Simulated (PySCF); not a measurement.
**How methods differ on the excitation energy of As**

As [Ar] 3d10 4s2 4p3 (4S) → As [Ar] 3d10 4s1 4p4 (4P), as a difference of total energies. All numbers are calculated (PySCF 2.14, the spin-free X2C one-electron Hamiltonian (Gaussian nucleus), in aug-cc-pVQZ-DK (8s7p5d3f2g, 93 functions)). Correlated levels: valence: [Ar] 3d10 frozen. The calculations carry no spin-orbit coupling.

```
           method  excitation energy (eV)
              UHF                   8.572
              LDA                   9.238
              PBE                   9.096
             PBE0                   9.031
           r2SCAN                   8.791
        BHandHLYP                   9.083
             MN15                   8.811
            HSE06                   9.067
            B3LYP                   9.128
    MP2 (valence)                   8.672
SCS-MP2 (valence)                   8.691
```

**Question.** How much does correlation contribute at MP2 (valence)?

**Answer.** 8.672 − (8.572) = 0.100 eV, measured against UHF.

A first-order spin-orbit estimate (lowest level to lowest level, LS coupling) adds -0.092 eV.
